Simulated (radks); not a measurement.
Problem. Successive ionisation energies (eV) of one element, from differences of total energies of ions in their ground configurations, starting at charge 22: 646.56, 692.73, 739.99, 788.32, 837.68, 888.06, 939.42, 1201.8, 1252.1, 1302.9, 1354.0, 1405.5, 1471.0, 1524.5, 1578.5, 1632.9, 1687.6, 1943.5, 1997.6, 2051.0, 2120.5, 2176.0. Calculated with a radial shooting solver on a logarithmic mesh with Libxc functionals: scalar-relativistic Kohn-Sham, PBEsol, spin-polarised, spherical densities, finite nucleus; open shells are filled with parallel spins first (spin-orbit coupling, left out, can overturn this in heavy ions); Fermi nuclear charge, rms radius 5.3698 fm. Which element is it?

Solution. Rhenium (Z = 75). The first species listed is Re22+ in [Kr] 4d10 4f7, the last Re43+ in [Ar] 3d10 4s2 4p2.
